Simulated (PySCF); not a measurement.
Atoms are numbered as in `[CH3:1][C:2]#[N+:3][AlH2-:4][CH2:5][F:6]` (H(Xn): hydrogen on atom n).

Geometry: PBE0-D3(BJ)/def2-SVP; GIAO shifts from PySCF 2.14, gas phase, non-relativistic, averaged over equivalent atoms.

At KT2/pcSseg-1 (144 basis functions, 25 s wall time on 1 thread of an Arm Neoverse N1, shared host):
```csv
atoms,δ (ppm)
C2,117.9
C5,79.4
C1,2.0
N3,228.4
Al4,51.1
F6,-337.1
H(C5),4.64
H(Al4),4.18
H(C1),2.25
```

Referencing at the same level of theory: $^{13}$C (σref 183.22) and $^{1}$H (σref 31.18) vs TMS; $^{15}$N (σref 264.30) against NH3; AlH4- for $^{27}$Al (σref 497.73); $^{19}$F (σref 138.57) against CFCl3.

What do these become at BHandHLYP/pcSseg-1?

## Answers


```csv
atoms,δ at BHandHLYP/pcSseg-1,change
C2,129.0,+11.1
C5,77.3,-2.1
C1,0.9,-1.1
N3,245.4,+17.0
Al4,44.6,-6.5
F6,-301.8,+35.3
H(C5),4.25,-0.39
H(Al4),3.81,-0.37
H(C1),2.27,+0.02
```

Chemical shifts δ = σref − σ; $^{13}$C (183.98 ppm), $^{1}$H (31.44 ppm) vs TMS; NH3 for $^{15}$N (265.03 ppm); $^{27}$Al (494.27 ppm) vs AlH4-; $^{19}$F (204.31 ppm) vs CFCl3, all at this level.

The largest change is at F6 (fluorine on an sp3 carbon). Cost: 144 basis functions, 13 s wall time on 1 thread of an Arm Neoverse V1, shared host. The order of the carbon signals is the same at both levels.

Unscaled 19F shifts against computed CFCl3 carry errors that often reach 10 to 50 ppm. Experimental scales use liquid or dissolved standards, which lie at an offset from isolated NH3 (liquid NH3: subtract about 20 ppm). Unscaled 15N shifts of sp2 nitrogen often come out too high even then, by a few to some tens of ppm.
